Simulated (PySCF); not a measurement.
Planning a geometry optimisation on C3H10AlNO.

Method: PBE0-D3(BJ)/def2-SVP geometry optimisation, gas phase (PySCF 2.14.0). Work: geometry optimisation from a GFN2-xTB start, density fitting. A driver script takes a list of jobs; this job's settings line and coordinates (Å) are shown.

Input:
```
{"job": {"xc": "PBE0", "basis": "def2-SVP", "d3": "d3bj", "grid": 1, "kind": "geom"}, "charge": 0, "multiplicity": 1}
C     -1.387728     1.036694    -0.156478
O     -0.784664    -0.235894    -0.156282
C     -1.646987    -1.275812    -0.549917
Al     1.016349    -0.326454     0.540274
C      2.028516     0.881676    -0.743792
N      2.820976     0.196128     0.011170
H     -2.236703     1.066633     0.532705
H     -0.617633     1.733134     0.180126
H     -1.721091     1.307920    -1.163257
H     -2.021592    -1.106380    -1.564087
H     -2.491162    -1.365208     0.140459
H     -1.053415    -2.187706    -0.520583
H      1.065807    -1.887170     0.393221
H      0.694688     0.316151     1.928961
H      2.491636     1.567155    -1.477130
H      3.835405     0.288078    -0.084187
```

Hardware: Arm Neoverse V1, one thread, shared host.

The basis has 138 functions.

Question: What wall time should be expected on this hardware?

Answer: About 3.0 min. The run took 24 energy-and-gradient evaluations and 163 SCF cycles, 7.5 s an evaluation on average.

Question: At this speed, how long would 1000 such jobs take on 32 cores, one job a core?

Answer: 1000/32 gives 32 rounds of 3.0 min, about 96 min of wall time and 50 core-hours, if the jobs don't slow each other.

Other jobs ran on the host; a repeat could differ by tens of per cent or more.
